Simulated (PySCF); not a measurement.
**Exercise with solution: dipole moment from atomic charges**

Si(SH)(SiH3) (H4SSi2), SMILES [SiH3][Si]S (connectivity only; charge and spin as stated), neutral, multiplicity 1. Atoms are numbered in the order given.

```xyz
7

Si    -1.0978    -0.2237     0.0000
S      0.5710    -1.5487     0.0000
H     -0.1049    -2.7162     0.0000
Si     0.3256     1.7208     0.0000
H      1.7871     1.4541     0.0000
H     -0.0036     2.5415    -1.1965
H     -0.0036     2.5415     1.1965
```
Charge 0, spin multiplicity 1.

Geometry: B3LYP-D3(BJ)/def2-TZVP. One conformer was computed; it need not be the lowest.

Charges (e) from CAM-B3LYP/def2-TZVPD run with PySCF:

```json
[
 {"atom": "Si1", "ESP fit": "-0.069", "IAO": "0.153"},
 {"atom": "S2", "ESP fit": "-0.204", "IAO": "-0.205"},
 {"atom": "H3", "ESP fit": "0.180", "IAO": "0.091"},
 {"atom": "Si4", "ESP fit": "0.416", "IAO": "0.308"},
 {"atom": "H5", "ESP fit": "-0.109", "IAO": "-0.118"},
 {"atom": "H6", "ESP fit": "-0.108", "IAO": "-0.115"},
 {"atom": "H7", "ESP fit": "-0.108", "IAO": "-0.115"}
]
```

The dipole moment of the full density is 0.91 D.

### Question
What dipole moment does each set of point charges give, and which comes closer to that of the density?

### Answer

μ = Σ q r, and 1 e Å = 4.8032 D.
ESP fit: Σ q r = (-0.118, -0.149, 0.000) e Å, |μ| = 0.91 D.
IAO: Σ q r = (-0.404, -0.190, 0.000) e Å, |μ| = 2.15 D.
ESP fit comes closer in size. Point charges leave out the atoms' own dipoles (lone pairs, polarised bonds); fits to the potential absorb them, partitions of the density don't.
